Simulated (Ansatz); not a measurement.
Geometry optimisation, RKS B3LYP/def2-SVP (Ansatz 0.2.0).

input.yaml

```yaml
crystal:
  periodic: [false, false, false]
  atoms:
    - { symbol: Zn, position_ang: [0.706716, 0.074119, -0.548627] }
    - { symbol: O, position_ang: [-0.166399, -0.484578, 2.243295] }
    - { symbol: H, position_ang: [-0.912114, 0.066044, 2.521955] }
    - { symbol: Cl, position_ang: [-0.683785, -0.526357, -2.029794] }
    - { symbol: "N", position_ang: [2.06872, 0.747757, 0.600329] }
    - { symbol: H, position_ang: [2.69952, 0.022052, 0.946816] }
    - { symbol: Si, position_ang: [2.805186, 2.319577, 0.463767] }
    - { symbol: H, position_ang: [3.900079, 2.427043, -0.558238] }
    - { symbol: H, position_ang: [1.750312, 3.309404, 0.075986] }
    - { symbol: H, position_ang: [3.388918, 2.736498, 1.777602] }
    - { symbol: H, position_ang: [0.592549, 0.147242, 2.199409] }
basis:
  gaussian: { orbitals: def2-SVP }
hamiltonian:
  xc: b3lyp
relax:
  f_tol: 0.03
  max_steps: 50
```

Command:

```bash
$ ansatz run input.yaml --threads 4 --pin off --max-ram 5120MiB --backend cpu --events-out ev --progress --plain --runs-dir out
```

Question: Where does it end, and by what steps?

Answer: It converged. The force dipped under the threshold on the way, but the program's further checks kept it going. After 13 steps the energy has fallen by 0.341 eV; O2 moved furthest, 0.48 Å. Joined: Zn1–O2 (2.98 → 2.17 Å).

```
step  energy less start (eV)  largest force component (eV/Å)  accepted
   0                  0.0000                           0.774       yes
   1                 -0.1149                           1.141       yes
   2                 -0.2624                           1.055       yes
   3                 -0.2876                           1.099       yes
   4                 -0.3266                           0.566       yes
   5                 -0.3066                           0.408        no
   6                 -0.3365                           0.162       yes
   7                 -0.3169                           0.329        no
   8                 -0.3394                           0.049       yes
   9                 -0.3369                           0.244        no
  10                 -0.3402                           0.016       yes
  11                 -0.3407                           0.014       yes
  12                 -0.3410                           0.028       yes
  13                 -0.3413                           0.026       yes
```

```xyz
11
Properties=species:S:1:pos:R:3
Zn 0.666 -0.017 -0.173
O -0.175 -0.298 1.803
H -1.010 0.062 2.133
Cl -0.699 -0.545 -1.733
N 2.179 0.685 0.719
H 2.901 -0.008 0.925
Si 2.805 2.289 0.502
H 3.730 2.480 -0.666
H 1.635 3.201 0.294
H 3.556 2.760 1.712
H 0.561 0.229 2.177
```

Whether the end is a true minimum wasn't checked by a vibrational analysis.

Time of the run: 71 s on 4 threads of Intel(R) Xeon(R) Platinum 8259CL CPU @ 2.50GHz (Skylake/Cascade Lake) (shared host), peak memory 0.38 GiB.
